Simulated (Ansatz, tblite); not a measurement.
Forces on Al(phosphinine)H3 (C₅H₈AlP) at its PBE-D4/def2-SVP geometry. Charge 0, multiplicity 1.

The xTB rows come from tblite.

GFN1-xTB (tblite), largest force 0.66 eV/Å:

```xyz
15
positions Å, forces eV/Å
Al   -1.398    0.831   -2.816   -0.011   -0.012   -0.019
P    -0.344    0.171   -0.639   -0.113    0.115   -0.259
C     1.057   -0.826   -0.398   -0.035    0.046    0.388
C     1.585   -1.100    0.870   -0.007    0.010    0.078
C     1.041   -0.599    2.066   -0.134    0.073   -0.262
C    -0.095    0.229    2.108    0.059   -0.042    0.030
C    -0.798    0.641    0.969    0.297   -0.216    0.151
H     1.532   -1.256   -1.294   -0.122    0.140    0.503
H     2.476   -1.745    0.934   -0.415    0.305    0.016
H     1.526   -0.870    3.015   -0.239    0.133   -0.467
H    -0.453    0.572    3.093    0.202   -0.182   -0.438
H    -1.683    1.288    1.077    0.435   -0.301    0.088
H    -2.913    0.938   -2.274    0.615   -0.049   -0.244
H    -0.940   -0.480   -3.635   -0.211    0.542    0.313
H    -0.592    2.204   -3.077   -0.321   -0.563    0.122
```

GFN2-xTB (tblite), largest force 0.67 eV/Å:

```
Al -0.047 0.088 -0.165
P 0.102 -0.053 0.206
C 0.259 -0.153 0.514
C -0.188 0.129 -0.067
C -0.143 0.077 -0.275
C 0.034 -0.046 -0.229
C 0.260 -0.153 0.521
H -0.255 0.241 0.533
H -0.528 0.387 -0.014
H -0.297 0.167 -0.582
H 0.232 -0.214 -0.574
H 0.519 -0.372 -0.039
H 0.374 -0.049 -0.126
H -0.125 0.307 0.212
H -0.197 -0.355 0.086
```

r2SCAN-D4/def2-TZVP (Ansatz), largest force 0.67 eV/Å:

```
Al 0.019 0.004 0.025
P 0.300 -0.160 0.575
C 0.009 -0.010 0.044
C -0.042 0.030 -0.014
C -0.042 0.021 -0.083
C 0.008 -0.009 -0.053
C 0.024 -0.021 0.036
H -0.233 0.213 0.470
H -0.441 0.319 -0.021
H -0.246 0.137 -0.480
H 0.184 -0.175 -0.481
H 0.457 -0.332 -0.039
H 0.166 -0.010 -0.075
H -0.059 0.152 0.081
H -0.105 -0.159 0.014
```
